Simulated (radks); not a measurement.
Valence configurations of V3+ (all share [Ar]). All-electron calculation, non-relativistic Kohn-Sham, PBE, spin-polarised, spherical densities, point nucleus; open shells are filled with parallel spins first. Program: a radial shooting solver on a logarithmic mesh with Libxc functionals. Energies are relative to 3d2; eigenvalues in eV for spin up.

| valence | E (eV) | moment (Bohr magnetons) | e(3d) | e(4p) | e(4s) |
|---|---|---|---|---|---|
| 3d2 | 0.000 | 2 | -38.072 | - | - |
| 4p2 | 40.552 | 2 | - | -28.120 | - |
| 3d1 4s1 | 11.834 | 2 | -44.587 | - | -30.929 |
| 4s2 | 28.657 | 0 | - | - | -32.821 |
| 3d1 4p1 | 17.990 | 2 | -45.471 | -25.269 | - |
| 3d1 4s0.5 4p0.5 | 14.913 | 2 | -45.031 | -25.015 | -31.173 |
| 4s1.5 4p0.5 | 31.595 | 1 | - | -27.107 | -33.613 |
| 3d1.5 4s0.5 | 5.463 | 2 | -41.272 | - | -29.438 |
| 3d0.5 4p1.5 | 28.668 | 2 | -49.277 | -26.740 | - |
| 3d1.5 4p0.5 | 8.444 | 2 | -41.729 | -23.735 | - |

NIST lists [Ar] 3d2 as the ground configuration; this level of theory agrees among the configurations tried. The energies are those of spherical high-spin densities, not of single terms.
